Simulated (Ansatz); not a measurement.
`BO[SiH](S)Cl`. The species carries charge 0 and has multiplicity 1. The structure was optimised at the PBE0-D4/def2-TZVP level. It is one conformer, not always the lowest.

```xyz
9

B     0.514    1.417    1.284
O    -0.271    0.410    0.838
Si   -0.195   -0.806   -0.250
S    -1.632   -0.311   -1.721
Cl    1.676   -0.981   -1.061
H     1.625    1.549    0.852
H     0.054    2.147    2.113
H    -0.479   -2.073    0.446
H    -1.292   -1.352   -2.502
```

Task: What is the dipole moment at ωB97M-V/def2-TZVPP? (Best estimate.)

Result: The calculation gave: 1.05 D, with components (-0.26, -0.96, -0.32) D in this frame, pointing from negative to positive charge.

Task: And with PBE, r2SCAN, B3LYP? (Estimate.)

Result: Computed: PBE 1.15 D, r2SCAN 1.09 D, B3LYP 1.06 D.

Task: Give the Mulliken charges with ωB97M-V, PBE, B3LYP in def2-TZVPP. (Best estimate.)

Result: Ansatz gave: 
```json
{"atom": "B1", "ωB97M-V": "0.02", "PBE": "0.07", "B3LYP": "0.07"}
{"atom": "O2", "ωB97M-V": "-0.33", "PBE": "-0.24", "B3LYP": "-0.32"}
{"atom": "Si3", "ωB97M-V": "0.50", "PBE": "0.51", "B3LYP": "0.60"}
{"atom": "S4", "ωB97M-V": "-0.21", "PBE": "-0.21", "B3LYP": "-0.22"}
{"atom": "Cl5", "ωB97M-V": "-0.19", "PBE": "-0.20", "B3LYP": "-0.23"}
{"atom": "H6", "ωB97M-V": "0.05", "PBE": "0.00", "B3LYP": "0.02"}
{"atom": "H7", "ωB97M-V": "0.05", "PBE": "0.00", "B3LYP": "0.02"}
{"atom": "H8", "ωB97M-V": "-0.01", "PBE": "-0.05", "B3LYP": "-0.05"}
{"atom": "H9", "ωB97M-V": "0.12", "PBE": "0.12", "B3LYP": "0.11"}
```

B3LYP here is the variant with VWN-RPA as its local correlation; programs differ in this.
